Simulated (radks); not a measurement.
Problem. All-electron atom: Nb19+ in [Ar] 3d4 (the NIST ground configuration). Calculated with a radial shooting solver on a logarithmic mesh with Libxc functionals: scalar-relativistic Kohn-Sham, exchange-only LDA, spin-polarised, spherical densities, point nucleus; open shells are filled with parallel spins first (spin-orbit coupling, left out, can overturn this in heavy ions). Some entries of the table are withheld. Estimate them.

orbital  occ.  eigenvalue (hartree)  <1/r> (bohr^-1)  r(max) (bohr)
1s up       1             -714.7182            42.35        0.02352
1s down     1             -714.7107            42.35        0.02352
2s up       1             -121.0053            9.544         0.1332
2s down     1             -120.6635            9.561         0.1331
2p up       3             -110.7940              (1)         0.1064
2p down     3             -110.5315              (2)         0.1062
3s up       1             -37.30053            3.518         0.3809
3s down     1             -36.87972            3.498         0.3817
3p up       3             -33.97168            3.389         0.3705
3p down     3             -33.54362            3.368         0.3715
3d up       4             -28.91913            3.211         0.3061
3d down     0             -28.42424            3.195         0.3074

Solution. 
(1) 2p up <1/r> (bohr^-1): 9.289
(2) 2p down <1/r> (bohr^-1): 9.305
